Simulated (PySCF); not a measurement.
M06-2X on Cr⁺ (chromium, charge +1)

Configuration: [Ar] 3d5, high-spin 6S determinant. All numbers are calculated (PySCF 2.14, no relativity, point nucleus, in aug-cc-pVDZ).

| Quantity | Value |
| --- | --- |
| Total energy | -1044.144 hartree |
| One-electron energy | -1433.108 hartree |
| Hartree (Coulomb) energy | 437.620 hartree |
| Exchange-correlation energy | -48.656 hartree |
| Kinetic energy | 1043.02713 hartree |
| ⟨S²⟩ | 8.7504 |
| ⟨L²⟩ | 0.000 |
| Sum of ⟨r⟩ | 16.65 bohr |
| Sum of ⟨r²⟩ | 21.21 bohr² |
| Density at the nucleus (Gaussians lack the cusp) | 9260 bohr⁻³ |
| Spin density at the nucleus | -0.290 bohr⁻³ |
| Langevin diamagnetic susceptibility | -16.8 ×10⁻⁶ cm³/mol |
| Time after the integrals | 2.4 s of wall time on 1 thread of Neoverse-V1 (shared host) |

```json
{"shell": "1s α", "electrons": "1", "mean orbital energy (eV)": "-5919.3", "rms radius, mean of both spins (bohr)": "0.0743"}
{"shell": "1s β", "electrons": "1", "mean orbital energy (eV)": "-5919.3", "rms radius, mean of both spins (bohr)": "0.0743"}
{"shell": "2s α", "electrons": "1", "mean orbital energy (eV)": "-689.92", "rms radius, mean of both spins (bohr)": "0.320"}
{"shell": "2s β", "electrons": "1", "mean orbital energy (eV)": "-687.83", "rms radius, mean of both spins (bohr)": "0.320"}
{"shell": "2p α", "electrons": "3", "mean orbital energy (eV)": "-588.74", "rms radius, mean of both spins (bohr)": "0.288"}
{"shell": "2p β", "electrons": "3", "mean orbital energy (eV)": "-586.88", "rms radius, mean of both spins (bohr)": "0.288"}
{"shell": "3s α", "electrons": "1", "mean orbital energy (eV)": "-89.146", "rms radius, mean of both spins (bohr)": "0.985"}
{"shell": "3s β", "electrons": "1", "mean orbital energy (eV)": "-83.849", "rms radius, mean of both spins (bohr)": "0.985"}
{"shell": "3p α", "electrons": "3", "mean orbital energy (eV)": "-60.377", "rms radius, mean of both spins (bohr)": "1.06"}
{"shell": "3p β", "electrons": "3", "mean orbital energy (eV)": "-53.717", "rms radius, mean of both spins (bohr)": "1.06"}
{"shell": "3d α", "electrons": "5", "mean orbital energy (eV)": "-14.369", "rms radius, mean of both spins (bohr)": "1.53"}
```
